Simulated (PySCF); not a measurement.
# Vibration and rotation of TlB

UHF-CCSD(T) constants of TlB, ³Π (triplet), unpaired electrons σ ↑, π ↑ (Tl cc-pVDZ-PP with ECP60, B cc-pVDZ; scalar-relativistic core potentials (PySCF 2.14); masses 204.9744 and 11.0093 u):

```
ωe           : 346.1 cm⁻¹
ωexe         : 1.96 cm⁻¹
Be           : 0.2577 cm⁻¹
αe           : 0.00220 cm⁻¹
De to Tl + B : 1.25 eV
```

Problem. What force constant and bond length do these constants imply?

Solution. Reduced mass μred = 10.448 u; k = 5.8918×10⁻⁷·μred·ωe² (u, cm⁻¹, mdyn/Å) = 0.737 mdyn/Å; Re = √(16.8576/(μred·Be)) (u, cm⁻¹, Å) = 2.502 Å.

Problem. Estimate the centrifugal constant D from the Kratzer relation and find the Dunham coefficient a1.

Solution. D = 4Be³/ωe² = 5.71e-07 cm⁻¹; a1 = −1 − αeωe/(6Be²) = -2.91.

Correlated steps freeze 5 core orbitals. Correlated levels converge slowly with the basis: in double zeta they bind strong bonds too weakly, by up to about 1 eV, and carry superposition errors of some tenths. Spin–orbit coupling is left out, which matters for elements this heavy, above all for dissociation energies. The state was picked by a PBE0 search and need not be the measured ground state.
